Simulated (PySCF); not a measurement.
Computed IR spectrum (relative IR intensity) of a molecule CH7ClSi2. Coordinates come from a B3LYP-D3(BJ)/def2-SVP optimisation. The values are those of a single conformer. Level of theory: B3LYP-D3(BJ)/def2-SVP (PySCF). Frequencies are harmonic and unscaled.

Lines under 2 % of the strongest are left out, and lines within 2 cm⁻¹ are merged.

ν (cm⁻¹): 399 (w), 418 (vw), 527 (m), 730 (w), 816 (vs), 888 (m), 893 (m), 937 (m), 954 (m), 1270 (vw), 2198 (m), 2209 (w), 2213 (m), 2224 (m) (against the strongest line: vs over 80 %, s over 45 %, m over 15 %, w over 4 %, vw less)

**Question.** Which molecule gave these data?
A. C[Si@@H]([SiH3])Cl
B. C[SiH2][SiH2]Cl
C. [SiH3]C[SiH2]Cl

**Answer.** B, C[SiH2][SiH2]Cl
